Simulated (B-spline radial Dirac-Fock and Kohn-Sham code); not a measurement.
## Fe⁺ 3d5/2: cross section and angular parameters

System: the Fe⁺ ion, configuration [Ar] 3d6 4s1; threshold 21.17 eV (orbital energy of the model). These are calculated numbers from a B-spline atomic structure program; the model is Dirac-Hartree-Slater photoionisation with a Latter tail; cross sections with all multipoles, angular parameters from the dipole term and its interference with E2.

Input of the calculation (task.json; shells as n, l, electrons):

```json
{"items": [{
  "Z": 26,
  "q": 1,
  "cfg": [[1, 0, 2], [2, 0, 2], [2, 1, 6], [3, 0, 2], [3, 1, 6], [3, 2, 6], [4, 0, 1]],
  "A": 56,
  "rrms": 3.7377,
  "do": "xps",
  "hv": [59.9, 60, 65.3, 77.1, 79.4, 80, 81.9, 146.0, 208.0, 220.0, 238.0, 242.0, 254.0, 464.0, 501.0, 504.0, 800, 880.0, 1180.0, 1350.0, 2000, 2970.0, 2984.4, 4000, 4230.0, 4790.0, 6000, 7290.0, 12000]
}]}
```

Launch: `python xray2_run.py task.json out`

```csv
hν (eV),σ (kb),β,γ,δ
59.9,4840,0.452,0.003,0.012
60,4830,0.453,0.003,0.012
65.3,4570,0.518,0.004,0.012
77.1,3920,0.640,0.008,0.013
79.4,3790,0.660,0.009,0.014
80,3760,0.666,0.009,0.014
81.9,3650,0.682,0.010,0.014
146,1410,1.018,0.038,0.020
208,?,?,?,?
220,560,1.169,0.080,0.026
238,460,1.188,0.091,0.027
242,441,1.192,0.094,0.027
254,389,1.202,0.101,0.028
464,70.6,1.223,0.233,0.041
501,55.8,1.213,0.254,0.044
504,54.7,1.212,0.256,0.044
800,12.3,1.100,0.393,0.063
880,8.88,1.068,0.422,0.069
1180,3.20,0.960,0.509,0.089
1350,1.98,0.908,0.549,0.101
2000,0.461,0.758,0.660,0.145
2970,0.0992,0.619,0.771,0.206
2984.4,0.0973,0.618,0.773,0.207
4000,0.0296,0.523,0.847,0.266
4230,0.0235,0.506,0.859,0.279
4790,0.0140,0.469,0.883,0.308
6000,0.00539,0.408,0.917,0.369
7290,0.00233,0.361,0.937,0.428
12000,0.000262,0.268,0.970,0.613
```

**Question.** Give the values at 208 eV.

**Answer.** σ = 643 kb, β = 1.153, γ = 0.073, δ = 0.025.
